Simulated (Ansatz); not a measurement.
SnSiH4OF (SMILES [F][SnH][O][SiH3]): the energy, rung by rung

SnSiH4OF has 8 atoms, charge 0, and is taken as a doublet. As SMILES, `[F][SnH][O][SiH3]`. The shape was relaxed beforehand at B3LYP/def2-SVP. This is one conformer, not always the lowest.

```
atom    x (Å)    y (Å)    z (Å)
   F  -1.6443   1.7904   1.0348
  Sn  -0.4349   1.9349  -0.5005
   O   0.2427   0.0688  -0.6744
  Si   0.7309  -1.2035   0.2838
   H  -1.4733   2.1583  -1.9168
   H   1.7362  -2.0095  -0.4668
   H  -0.4260  -2.0785   0.6339
   H   1.3609  -0.7181   1.5501
```

Quantity: the adiabatic ionisation energy (to the singlet cation, shapes relaxed at B3LYP/def2-SVP, no zero-point term), in eV. The values are calculated.

| level | kind | program | value (eV) | less CCSD(T)/def2-SVP | CPU time (all runs) |
| --- | --- | --- | --- | --- | --- |
| UPBE/def2-SVP (core potential) | GGA | Ansatz | 8.07 | +0.24 | 5.8 s |
| U-r2SCAN/def2-SVP (core potential) | meta-GGA | Ansatz | 8.28 | +0.45 | 14 s |
| UB3LYP/def2-SVP (core potential) | global hybrid | Ansatz | 8.25 | +0.42 | 8.8 s |
| UPBE0-D4/def2-SVP (core potential) | global hybrid | Ansatz | 8.21 | +0.38 | 9.2 s |
| U-wB97M-V/def2-SVP (core potential) | range-separated hybrid | Ansatz | 8.13 | +0.30 | 44 s |
| UB2PLYP/def2-SVP (core potential) | double hybrid | Ansatz | 8.01 | +0.18 | 13 s |
| UMP2/def2-SVP (core potential) | perturbation theory | Ansatz | 7.76 | -0.07 | 3.9 s |
| UCCSD(T)/def2-SVP (core potential) | coupled cluster or CI | Ansatz | 7.83 | 0.00 | 64 s |

UCCSD(T)/def2-SVP (core potential) is the highest level here, not the true value. Spin-orbit coupling is left out. The values span 7.76 to 8.28 eV. In the correlated wave-function rows the outer d shell of Sn is correlated, in sets not made for it. Times are those of the runs behind each value, whatever else they computed, on shared processors of several kinds: orders of magnitude only.
